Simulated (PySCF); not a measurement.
A PySCF script (with the pyscf-properties extension) for the NMR shieldings of `CC[Si@@H]1[SiH2][SiH2][Si@H]1[SiH2]F`, C$_{2}$H$_{13}$FSi$_{5}$, on a GFN2-xTB geometry:

```python
import basis_set_exchange as bse
import numpy as np
from pyscf import gto, dft
from pyscf.prop import nmr

atoms = """
C     3.369300    0.326295   -0.038982
C     2.037630    0.718697   -0.663606
Si    0.544809    0.364721    0.480826
Si    0.255349   -1.943097    0.911607
Si   -1.714739   -1.932076   -0.377209
Si   -1.524831    0.417431   -0.709736
Si   -3.235512    1.729363    0.093688
F    -3.288685    1.288036    1.654778
H     4.197512    0.530889   -0.716666
H     3.380922   -0.735637    0.200553
H     3.539941    0.883109    0.880274
H     1.906489    0.169210   -1.597721
H     2.066606    1.776538   -0.930442
H     0.727652    1.283906    1.622786
H     1.328563   -2.845321    0.464846
H     0.084256   -2.316364    2.321217
H    -2.941296   -2.376235    0.298146
H    -1.696913   -2.766415   -1.587796
H    -1.374982    0.802468   -2.134714
H    -3.070470    3.178517    0.182557
H    -4.600521    1.462907   -0.354876
"""
names = dict.fromkeys(["C", "Si", "F", "H"], "pcSseg-1")
basis = {el: gto.basis.parse(bse.get_basis(n, elements=[el], fmt="nwchem")) for el, n in names.items()}
mol = gto.M(atom=atoms, basis=basis, charge=0, verbose=0)
mf = dft.RKS(mol, xc="PBE0")
mf.grids.level = 2
mf.grids.alignment = dft.numint.BLKSIZE   # the property module wants whole blocks of grid points
mf.conv_tol = 1e-9
mf.kernel()

calc = nmr.RKS(mf)   # GIAO
C = mf.mo_coeff
Co = C[:, mf.mo_occ > 0]
resp = mf.gen_response(singlet=True, hermi=2)
def vind(x):   # induced exchange potential for any number of trial vectors
    d = np.einsum("pi,xij,qj->xpq", C, 2 * x.reshape(-1, C.shape[1], Co.shape[1]), Co, optimize=True)
    return np.einsum("xpq,pi,qj->xij", resp(d - d.transpose(0, 2, 1)), C, Co, optimize=True).ravel()
mo1, _ = nmr.rhf.solve_mo1(calc, with_cphf=vind)
sigma = calc.kernel(mo1)
for i, s in enumerate(sigma):   # ppm
    print("%2d %-2s %9.2f" % (i, mol.atom_pure_symbol(i), np.trace(s) / 3))
```

**Question.** What are the results?

**Answer.** 
```
 0 C     173.27
 1 C     177.50
 2 Si    379.12
 3 Si    440.03
 4 Si    442.66
 5 Si    451.09
 6 Si    331.31
 7 F     424.21
 8 H      30.11
 9 H      30.62
10 H      30.75
11 H      30.66
12 H      30.58
13 H      26.84
14 H      27.50
15 H      27.46
16 H      27.37
17 H      27.37
18 H      28.00
19 H      25.86
20 H      25.87
```

These numbers come from an equivalent density-fitted implementation of the same equations, which agrees with the script to about 0.01 ppm for H and up to a few tenths of a ppm for heavy atoms, so last digits may differ.

**Question.** Turn these shieldings into chemical shifts. δ = σ(ref) − σ, references computed at the same level: TMS for ¹³C (σ = 186.93 ppm) and ²⁹Si (σ = 349.16 ppm) and ¹H (σ = 31.72 ppm); ¹⁹F (σ = 170.95 ppm) against CFCl3.

**Answer.** Averaging equivalent atoms: C 0: 13.7; C 1: 9.4; Si 6: 17.9; Si 2: -30.0; Si 3: -90.9; Si 4: -93.5; Si 5: -101.9; F 7: -253.3; H 19: 5.86; H 20: 5.85; H 13: 4.88; H 17: 4.35; H 16: 4.35; H 15: 4.26; H 14: 4.21; H 18: 3.71; H 8/9/10: 1.22; H 12: 1.13; H 11: 1.06 ppm. Unscaled 19F shifts against computed CFCl3 carry errors that often reach 10 to 50 ppm.

Size and cost of the density-fitted run: 236 basis functions, 2.1 min wall time on 1 thread of an Arm Neoverse N1, shared host; peak memory 1.1 GiB.
